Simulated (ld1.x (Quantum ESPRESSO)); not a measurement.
An all-electron radial function and its pseudo partner (Cr)

Columns: radius, all-electron u(r) and pseudo u(r) of the 3d shell (level -3.13 eV) of chromium in the configuration [Ne] 3s2 3p6 3d5 4s1 4p0; LDA (PZ), scalar-relativistic, TM scheme, ld1.x (Quantum ESPRESSO) 7.5.

```csv
r (bohr),all-electron,pseudo
0.100,0.0453,0.0049
0.200,0.1932,0.0374
0.300,0.3738,0.1159
0.400,0.5348,0.2434
0.500,0.6562,0.4059
0.600,0.7363,0.5774
0.700,0.7809,0.7287
0.800,0.7982,0.8371
0.900,0.7960,0.8933
1.000,0.7808,0.9005
1.100,0.7572,0.8713
1.200,0.7288,0.8206
1.300,0.6977,0.7620
1.400,0.6655,0.7046
1.500,0.6332,0.6534
1.600,0.6015,0.6099
1.700,0.5708,0.5733
1.800,0.5412,0.5417
1.900,0.5130,0.5131
2.000,0.4862,0.4862
2.100,0.4609,0.4609
2.200,0.4369,0.4369
2.300,0.4142,0.4142
2.400,0.3928,0.3928
2.500,0.3726,0.3726
2.600,0.3535,0.3535
```

Problem. How many radial nodes do the two functions have?

Solution. The all-electron 3d function has n − l − 1 = 0; the pseudo-wave has 0.

Problem. At about which radius was the pseudo-wave matched?

Solution. 2.00 bohr. The columns agree to 0.0005 from 1.80 bohr on; several derivatives are matched, so the curves merge somewhat inside the radius.

Problem. Is the pseudo-wave norm-conserving?

Solution. Yes: the TM scheme keeps the norm inside the radius equal to the all-electron one, which fixes the energy derivative of the logarithmic derivative at the level.
